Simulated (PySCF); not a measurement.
CH₆O₂Si₂, SMILES O=C([SiH3])[SiH2]O.

Coordinates come from a B3LYP-D3(BJ)/def2-SVP optimisation. A frequency run showed that this geometry is not a minimum. The structure was generated by enumeration, and PubChem lists no compound with its InChIKey, so it may never have been made. Other conformers were not sampled.

Two levels are set side by side: TDDFT-PBE/def2-SVPD (PySCF) and TDDFT-LC-ωPBE/def2-SVPD (PySCF). Vertical, same geometry. The lowest singlet is HOMO→LUMO 100 % with PBE and HOMO→LUMO 97 % with the other functional; states are paired by order. Differences are taken from unrounded values.

```
quantity                               TDDFT-PBE
-------------------------------------  ---------
lowest singlet excitation (eV)              2.55
lowest triplet excitation (TDA) (eV)        1.89
first bright state (f over 0.05) (eV)       5.60
its oscillator strength                     0.08
```

Task: These are the TDDFT-PBE values. What does TDDFT-LC-ωPBE give? (The exact figures need the calculation; the answer reports its results.)

Result: 
| quantity | TDDFT-LC-ωPBE | TDDFT-PBE minus TDDFT-LC-ωPBE |
|---|---|---|
| lowest singlet excitation (eV) | 2.62 | -0.07 |
| lowest triplet excitation (TDA) (eV) | 1.91 | -0.02 |
| first bright state (f over 0.05) (eV) | 6.79 | -1.19 |
| its oscillator strength | 0.07 | 0.01 |

Rough cost on one machine, each run with all the roots and properties that it gave: TDDFT-LC-ωPBE against TDDFT-PBE about 8 times.
